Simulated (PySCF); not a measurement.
Compound: C₃H₂NO₃SSe (charge -1).
SMILES: `O=S(=O)([O-])c1ncc[se]1`

Linear response at B3LYP/def2-SVPD (PySCF, frozen core in the response, non-relativistic). Geometry: PBE0-D3(BJ)/def2-SVP; no solvent, vibrations or thermal averaging. The B3LYP/def2-SVPD calculation is non-relativistic and has no spin–orbit coupling, an omission that weighs most on selenium.

Static isotropic polarisability: 105.26 au (15.60 Å³), principal values 75.6, 108.9, 131.2 au.

Question: What is the polarisability at 1064 nm and at the sodium D line?

Answer: 106.64 au at 1064 nm (+1.3 %), 110.06 au at 589.3 nm (+4.6 %). The rise at 589.3 nm is 3.48 times that at 1064 nm; a pure ω² law gives 3.26. The lowest singlet lies at 310 nm, shorter than both wavelengths.

Question: What is the isotropic C6 coefficient between two such ions, C6 = (3/π)∫α(iω)² dω?

Answer: 4029 au (Eh·bohr⁶) by a ten-point quadrature over imaginary frequencies, which is 2410 eV·Å⁶ or 232 J·nm⁶/mol.

Question: Which effective excitation energy ω̄ makes London's formula C6 = (3/4)α²ω̄ exact here?

Answer: ω̄ = 4·C6/(3α²) = 0.485 Eh = 13.2 eV. A one-pole form α(ω) = α/(1 − ω²/ω̄²) fitted to the 1064 nm value gives 10.2 eV.

Question: How many electrons N does the Slater–Kirkwood formula C6 = (3/4)·√N·α^(3/2) need to give this C6?

Answer: N = (4·C6/3)²/α³ = 24.7; the species has 102 electrons in all.

Question: The lowest 6 singlets have (eV, f): 3.99, 0.000; 4.53, 0.001; 4.75, 0.000; 4.76, 0.073; 5.01, 0.000; 5.13, 0.000. What share of the static polarisability do they carry in the sum over states α = Σ f/ω²?

Answer: 2.47 au, 2.3 % of α; the largest term, 2.40 au, is that of the state at 4.76 eV. Their oscillator strengths add up to 0.08. Higher states carry the rest.

Question: What molar refraction at the D line follows from R = (4π/3)·N_A·α′, with α′ the polarisability volume?

Answer: α′ = 16.31 Å³ gives R = 41.14 cm³/mol, for isolated, non-vibrating species.

Question: What three-body coefficient follows from the one-pole estimate C9 = (3/4)·α·C6?

Answer: 318000 au. This is an estimate from the two numbers above, not a computed integral.

Question: How anisotropic is the static polarisability, by Δα² = ½[(α1 − α2)² + (α2 − α3)² + (α3 − α1)²]?

Answer: Δα = 48.4 au, or 0.46 of the isotropic value.

The values belong to the conformer `[O:1]=[S:2](=[O:3])([O-:4])[c:5]1[n:6][cH:7][cH:8][se:9]1`: O1–S2–C5–N6 180°.
